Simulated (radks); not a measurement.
Species: Tb. Configuration: [Xe] 4f(up 6.5, down 2.5) 6s2 (fractional occupations, a model configuration).

Method: scalar-relativistic Kohn-Sham, PBE, spin-polarised, spherical densities, finite nucleus; Fermi nuclear charge, rms radius 5.06 fm; computed with a radial shooting solver on a logarithmic mesh with Libxc functionals.

Energy parts (hartree):
| part | energy |
|---|---|
| total | -11708.1237 |
| kinetic | 12599.3867 |
| electron-nucleus | -28611.6952 |
| Hartree | 4560.1663 |
| exchange-correlation | -255.9816 |

Orbitals (lengths in bohr, moments of r in powers of bohr; r(90%) holds 90 % of the orbital's charge):
| orbital | occ. | eigenvalue (hartree) | r(90%) | <1/r> | <r^4> | <r^2> |
|---|---|---|---|---|---|---|
| 1s up | 1 | -1905.509 | 0.0389 | 73.09 | 1.063e-06 | 0.0006317 |
| 1s down | 1 | -1905.509 | 0.0389 | 73.09 | 1.063e-06 | 0.0006317 |
| 2s up | 1 | -315.8746 | 0.142 | 16.97 | 0.0001682 | 0.009889 |
| 2s down | 1 | -315.8735 | 0.142 | 16.97 | 0.0001681 | 0.009889 |
| 2p up | 3 | -280.7057 | 0.132 | 15.81 | 0.0001261 | 0.007987 |
| 2p down | 3 | -280.7049 | 0.132 | 15.81 | 0.0001261 | 0.007987 |
| 3s up | 1 | -70.07642 | 0.351 | 6.235 | 0.006471 | 0.06550 |
| 3s down | 1 | -70.02180 | 0.351 | 6.239 | 0.006457 | 0.06543 |
| 3p up | 3 | -59.22763 | 0.356 | 5.853 | 0.006796 | 0.06573 |
| 3p down | 3 | -59.17323 | 0.356 | 5.857 | 0.006779 | 0.06565 |
| 3d up | 5 | -45.08082 | 0.337 | 5.553 | 0.005401 | 0.05512 |
| 3d down | 5 | -45.03922 | 0.337 | 5.557 | 0.005382 | 0.05502 |
| 4s up | 1 | -13.92567 | 0.778 | 2.627 | 0.1594 | 0.3310 |
| 4s down | 1 | -13.80102 | 0.778 | 2.627 | 0.1594 | 0.3310 |
| 4p up | 3 | -10.35361 | 0.834 | 2.412 | 0.2098 | 0.3743 |
| 4p down | 3 | -10.23002 | 0.835 | 2.411 | 0.2101 | 0.3745 |
| 4d up | 5 | -5.44939 | 0.937 | 2.124 | 0.3329 | 0.4514 |
| 4d down | 5 | -5.32710 | 0.939 | 2.122 | 0.3354 | 0.4525 |
| 5s up | 1 | -1.77304 | 1.91 | 1.002 | 5.786 | 1.967 |
| 5s down | 1 | -1.70893 | 1.93 | 0.9906 | 6.046 | 2.007 |
| 5p up | 3 | -0.93341 | 2.30 | 0.8355 | 12.35 | 2.787 |
| 5p down | 3 | -0.88715 | 2.34 | 0.8215 | 13.21 | 2.873 |
| 4f up | 6.5 | -0.15592 | 1.55 | 1.520 | 4.429 | 1.091 |
| 6s up | 1 | -0.13837 | 6.13 | 0.3031 | 606.9 | 19.45 |
| 6s down | 1 | -0.13398 | 6.24 | 0.2975 | 650.8 | 20.14 |
| 4f down | 2.5 | -0.05067 | 1.70 | 1.475 | 10.27 | 1.350 |

The highest occupied level is 4f down at -1.379 eV. The spin density at the nucleus is 2.228 e/bohr^3 (1s 0.010, 2s -0.582, 3s -9.911, 4s 1.641, 5s 9.838, 6s 1.232). The electron density at the nucleus is 7.203e+05 e/bohr^3 (large components only).
